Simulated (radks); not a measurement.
Initial-state core-level shifts of neutral strontium when its valence configuration changes from [Kr] 5s2. Method: Dirac Kohn-Sham, PBE, spin-unpolarised, spherical densities, finite nucleus; open shells fill j = l - 1/2 first; Fermi nuclear charge, rms radius 4.224 fm; computed with a radial shooting solver on a logarithmic mesh with Libxc functionals. Shifts are changes of the shell-averaged eigenvalues in eV (positive: less bound); the change of the density at the nucleus, which sets a Mossbauer isomer shift, is in e/bohr^3, on a base of 6.099e+04.

valence              2s      3s      3p      4s  density at nucleus
4d2              +1.402  +1.388  +1.391  +1.403             -11.904
5p2              -2.509  -2.509  -2.508  -2.448             -10.702
5s1 5p1          -1.301  -1.301  -1.300  -1.273              -5.000
4d1.5 5p0.5      +0.844  +0.829  +0.831  +0.831             -11.789
4d1 5s1          +1.031  +1.020  +1.021  +1.011              -6.479
5s1.5 5p0.5      -0.664  -0.664  -0.664  -0.650              -2.402
4d1 5p1          +0.031  +0.015  +0.017  +0.015             -11.589
4d1 5s0.5 5p0.5  +0.531  +0.518  +0.519  +0.513              -8.973
5s0.5 5p1.5      -1.916  -1.916  -1.915  -1.872              -7.767
